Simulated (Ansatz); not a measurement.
System: C$_{2}$H$_{7}$ClOSi$_{2}$, net charge 0, singlet state. SMILES: C=C(Cl)[SiH2]O[SiH3]
Geometry from a B3LYP-D3(BJ)/def2-TZVP (Ansatz, a program for electronic structure) optimisation:
```xyz
13

C     -2.5977    -0.4263     0.6081
C     -1.4175    -0.3683     0.0058
Cl    -1.1975     0.6659    -1.4069
Si     0.1228    -1.3068     0.4982
O      1.3497    -0.2703     0.7757
Si     2.1784     1.0549     0.2696
H     -3.4614     0.1310     0.2670
H     -2.7193    -1.0553     1.4817
H     -0.1794    -2.0490     1.7397
H      0.4875    -2.2307    -0.5968
H      3.4197     1.1377     1.0690
H      2.5177     0.9299    -1.1656
H      1.3676     2.2730     0.4834
```

Quantity: vertical triplet-singlet gap (E(triplet) - E(singlet); each state is the SCF solution reached for its spin), in kcal/mol. Valence correlation only, unless marked. Open shells are spin-unrestricted. No spin-orbit coupling. Non-relativistic. 

```
level                    program  vertical triplet-singlet gap (kcal/mol)
-----------------------  -------  ---------------------------------------
HF/aug-cc-pV(Q+d)Z        Ansatz                                     73.9
r2SCAN/def2-TZVPD         Ansatz                                     87.1
PBE0/def2-TZVPD           Ansatz                                     90.0
MP2/aug-cc-pV(D+d)Z       Ansatz                                    102.6
SCS-MP2/aug-cc-pV(D+d)Z   Ansatz                                    103.1
CCSD/aug-cc-pV(D+d)Z      Ansatz                                     95.6
```
